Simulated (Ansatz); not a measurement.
Relaxation of CH₅NSSn (9 atoms, charge 0, multiplicity 1), to a largest force component of 0.015 eV/Å in at most 40 steps.

All numbers below come from RKS r2SCANh/def2-SVP in Ansatz.

```xyz
9
Properties=species:S:1:pos:R:3
N -1.119 1.438 -0.389
Sn 0.537 0.446 0.106
C 1.886 0.253 -1.497
S 2.516 1.706 -0.683
H -1.299 1.346 -1.446
H -0.960 2.511 -0.251
H 0.872 0.194 1.834
H 1.467 0.368 -2.444
H 2.598 -0.657 -1.362
```

Problem. Where does it end, and by what steps?

Solution. It converged. After 12 steps the energy has fallen by 0.589 eV; H6 moved furthest, 0.64 Å.

```csv
step,energy less start (eV),largest force component (eV/Å),accepted
0,0.0000,2.950,yes
1,-0.4577,1.070,yes
2,-0.5378,0.472,yes
3,-0.5628,0.361,yes
4,-0.5739,0.179,yes
5,-0.5196,0.588,no
6,-0.5818,0.091,yes
7,-0.5872,0.196,yes
8,-0.5765,0.807,no
9,-0.5887,0.033,yes
10,-0.5889,0.058,yes
11,-0.5892,0.019,yes
12,-0.5892,0.008,yes
```

```xyz
9
Properties=species:S:1:pos:R:3
N -1.172 1.438 -0.422
Sn 0.672 0.726 0.059
C 1.990 0.109 -1.481
S 2.647 1.760 -0.887
H -1.216 1.714 -1.402
H -1.418 2.262 0.126
H 0.724 0.211 1.671
H 1.614 0.120 -2.510
H 2.659 -0.737 -1.286
```

Whether the end is a true minimum wasn't checked by a vibrational analysis.

Run time: 52 s on 2 threads of Intel(R) Xeon(R) Platinum 8375C CPU @ 2.90GHz (Ice Lake) (shared host), peak memory 0.27 GiB.
